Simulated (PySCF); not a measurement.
4-chlorobenzotrifluoride, C₇H₄ClF₃.
Bonds: F1–C2, C2–F3, C2–F4, C2–C5, C5–C6 (aromatic), C6–C7 (aromatic), C7–C8 (aromatic), C8–Cl9, C8–C10 (aromatic), C10–C11 (aromatic), C5–C11 (aromatic). Hydrogens: H12 on C6; H13 on C7; H14 on C10; H15 on C11.

Level: wB97X-D/def2-SVPD in PySCF, non-relativistic, on one gas-phase PBE0-D3(BJ)/def2-SVP geometry that isn't relaxed in the solvent. The solvent is an IEF-PCM continuum (cavity from Bondi-type radii × 1.2). Specific hydrogen bonds and non-electrostatic terms are outside this model.

Gas phase at wB97X-D/def2-SVPD: HOMO -9.48 eV, LUMO 0.35 eV, dipole 1.13 D.

Question: What does the continuum do to the energy, the frontier levels and the dipole at wB97X-D/def2-SVPD in methanol and acetonitrile?

Answer: 
```tsv
solvent	ε	E(solvent) − E(gas) (kJ/mol)	polarisation term (kJ/mol)	distortion of the solute (kJ/mol)	HOMO (eV)	LUMO (eV)	dipole (D)
methanol	32.61	-14.73	-16.50	1.77	-9.33	0.54	1.20
acetonitrile	35.69	-14.80	-16.58	1.78	-9.33	0.54	1.20
```

Polarisation term: ½ Σ q·V over the induced surface charges. Distortion: the rise of the solute's own energy as its density leaves the gas-phase optimum. From methanol to acetonitrile the lowering changes by a factor 1.00, Onsager's factor (ε − 1)/(2ε + 1) by 1.00 and ε itself by 1.1.

Question: Which radius a makes the point-dipole formula ΔE = −[(ε − 1)/(2ε + 1)]·μ²/a³ give the value in acetonitrile, with the gas-phase dipole?

Answer: μ = 0.443 au and |ΔE| = 0.00564 Eh give a = 1.35 Å; the farthest nucleus lies 3.77 Å from the centroid of the nuclei, so such a sphere wouldn't even hold the nuclei. The formula assumes a rigid point dipole at the centre of a sphere.

Question: How does the static polarisability (wB97X-D/def2-SVPD, frozen core, with the continuum's full static response) change?

Answer: 
```
      medium  isotropic (au)  principal values (au)  ⟨r²⟩ of the electrons (bohr²)
         gas            96.0      61.5, 95.3, 131.1                         2392.0
    methanol           130.7     84.8, 136.2, 171.2                         2392.6
acetonitrile           130.9     84.9, 136.5, 171.4                         2392.6
```

The isotropic value in acetonitrile is 1.36 times the gas-phase one; no cavity-field correction is applied. ⟨r²⟩ is taken about the centre of nuclear charge.

Hardware: an AMD EPYC 7R43 with one thread, shared host with 256 logical CPUs at a one-minute load of 26. Cost: 54 s wall, 1.3 GiB resident at most. This is the whole response run at wB97X-D/def2-SVPD in acetonitrile, SCF included.

The values belong to the conformer `[F:1][C:2]([F:3])([F:4])[c:5]1[cH:6][cH:7][c:8]([Cl:9])[cH:10][cH:11]1`: F1–C2–C5–C6 -99°.

The pairwise dispersion term of wB97X-D wasn't added to the energies; at a given geometry it leaves orbitals and properties as they are.
